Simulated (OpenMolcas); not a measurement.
## Os⁺: effect of the active space

```
Program             : OpenMolcas
Method              : CASSCF or its RAS form
Basis               : ANO-RCC-VTZP
Scalar Hamiltonian  : DKH2, point nucleus
Spin-orbit coupling : state interaction with AMFI integrals over the reference wave functions, term energies averaged over their components
```

A. 7 electrons in 6 orbitals (5d 6s); 2S+1 = 6 even, 6 roots; 2S+1 = 4 even, 67 roots; 2S+1 = 2 even, 98 roots; cost roughly 110 core-seconds
B. 7 electrons in 9 orbitals (RAS2 5d 6s; RAS3 6p, at most 2 electrons); 2S+1 = 6 even, 6 roots; 2S+1 = 4 even, 84 roots kept (CI in the orbitals of an earlier block); 2S+1 = 2 even, 90 roots kept (CI in the orbitals of an earlier block); 2S+1 = 6 odd, 15 roots; 2S+1 = 8 odd, 3 roots kept (CI in the orbitals of an earlier block); 2S+1 = 4 odd, 15 roots kept (CI in the orbitals of an earlier block); 2S+1 = 2 odd, 9 roots kept (CI in the orbitals of an earlier block, 0 in the spin-orbit step); cost about 6 core-minutes
C. 7 electrons in 11 orbitals (5d 6s 6d); 2S+1 = 6 even, 6 roots; 2S+1 = 4 even, 35 roots kept (CI in the orbitals of an earlier block); 2S+1 = 2 even, 14 roots kept (CI in the orbitals of an earlier block); cost about 40 core-minutes

Energies in eV above 5d⁶ 6s ⁶D_9/2, the measured ground level; measured values from NIST Handbook of Basic Atomic Spectroscopic Data.

| Level | A | B | C | Measured |
| --- | --- | --- | --- | --- |
| 5d⁶ 6s ⁶D_9/2 | 0.0000 | 0.0000 | 0.0000 | 0.0000 |
| 5d⁶ 6s ⁶D_7/2 | 0.4347 | 0.4463 | 0.4025 | 0.4455 |
| 5d⁶ 6s ⁶D_5/2 | 0.5884 | 0.5866 | 0.5898 | 0.4871 |
| 5d⁶ 6s ⁶D_3/2 | 0.7692 | 0.7704 | 0.7456 | 0.6933 |
| 5d⁶ 6s ⁶D_1/2 | 0.8876 | 0.8777 | 0.8321 | 0.8228 |
| 5d⁷ ⁴F_9/2 | 1.6847 | 1.8740 | 1.1826 |  |
| 5d⁵ 6s² ⁶S_5/2 [54 %] | 2.0401 | 1.0022 | 1.9985 |  |
| 5d⁷ ⁴F_7/2 [55 %] | 2.4000 | 2.4315 | 1.6031 |  |

Deviations, from unrounded energies. A percentage is the sum of absolute deviations over the sum of measured energies, with the sign that they share, or ± where signs differ.

```
                  Against measurement  Levels      A     B     C
       mean absolute deviation (cm-1)       4    510   470   420
fine structure of the ground term (%)       4  ±10.3  +9.5  ±8.5
```

C lies closest to measurement on these levels and A furthest from it. The largest miss of C in the table is 5d⁶ 6s ⁶D_5/2, by +830 cm-1. The ranking rests on the paired levels alone, and a cruder setting can come out closer through cancelling errors.

The spin-orbit steps hold different terms of 5d⁶ 6s (A lacks a ²G, a ⁴F, a ⁴P; B lacks a ²D; C lacks among others ²D, ²F, ²G, ²H, ²I), which shifts levels as well.

Among A to C the level of the table that moves most is 5d⁵ 6s² ⁶S_5/2 [54 %], by 8400 cm-1 (lowest in B, highest in A).

Without dynamic correlation excited terms often stand tens of per cent too high (terms of higher spin than the ground term too low), and those without a measured partner can miss by more than the paired ones. Configurations are named by rounded mean occupations; where the s occupation lies near a half they are strongly mixed, a name can repeat and a true partner stay unpaired (holds for A; B). A single d shell beside an s shell can misplace configurations of different d count against each other (holds for A; B). Some high roots are left out of the spin-orbit mixing, which shifts the levels that they would mix with (holds for B). Terms from blocks run as CI alone lack orbitals of their own (holds for B; C). Active for correlation alone: 6d; no level in the range computed is led by a configuration that fills it, so any true level of that kind is missing (holds for C). Computed and measured levels are paired by configuration, term and J; levels that our copy of the source lacks, or whose pairing is in doubt (as where it misses far off the trend of its configuration), stay unpaired and out of the deviations. Only configurations of the active space appear. The table leaves out levels that lie high or whose names do not pair safely across all columns.

A share in square brackets marks a mixed level and gives the weight of the term that names it, the lowest over the columns.
